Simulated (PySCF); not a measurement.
Sn(H)2(NH2)(NMe2) (C2H10N2Sn), SMILES C[N](C)[SnH2][NH2]. Coordinates come from a r2SCAN-D4/def2-SVP optimisation. The def2 effective core potentials stand for the cores of Sn; spin–orbit coupling is left out. Other conformers were not sampled.

Computed equilibrium geometry at r2SCAN-D4/def2-SVP (PySCF confirms it by a frequency run) as Cartesian coordinates in Å (one conformer of several):
```xyz
15

Sn     0.5292    -0.4747    -0.0304
N      1.8451     1.0754     0.2025
N     -1.2590     0.4920     0.1843
C     -2.4638    -0.2663     0.4206
C     -1.4750     1.6998    -0.5807
H      0.5032    -1.6939     1.1854
H      0.8842    -1.1044    -1.5981
H      1.9421     1.3789     1.1719
H      2.7812     0.8664    -0.1454
H     -3.2013     0.3436     0.9811
H     -2.9753    -0.6068    -0.5091
H     -2.2532    -1.1605     1.0314
H     -2.1737     2.3742    -0.0454
H     -1.9133     1.5198    -1.5893
H     -0.5254     2.2432    -0.7095
```
